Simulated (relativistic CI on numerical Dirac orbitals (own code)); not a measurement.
Method of calculation: Dirac-Coulomb-Breit CI, KLI orbitals optimised for each configuration, a model potential for QED, unscaled Slater integrals (own radial code, finite nucleus).

The strongest absorption lines from the ground level of an ion, among the configurations computed and to levels below about 184 eV (vacuum wavelength in Å, gf): 72.927 (0.27), 73.872 (0.16), 74.479 (0.38), 75.308 (0.24), 148.90 (0.46), 149.52 (5.5), 150.97 (3.4), 161.77 (1.2).

(1) Which ion is it?
A. Fe X
B. Cr VIII
C. Ni XII
D. Ge XVI

Answers

(1) C. Ni XII has 17 electrons and the ground level 3s²3p⁵ ²P°3/2; the strongest line goes to 3s²3p⁴3d ²D5/2. The pattern of lines fixes the number of electrons, and along that sequence the line energies rise steadily with the charge (about as its square where n changes within one kind of shell, about linearly where n is kept but much faster in heavy ions where fine structure, which grows about as Z⁴, sets the gap, and irregularly where shells cross), which fixes Z. Configurations outside the model, such as inner-shell arrays, can give stronger lines. At this charge energies of transitions that change n are usually good to better than 1 %, and those within a shell (Δn = 0) to a few per cent.
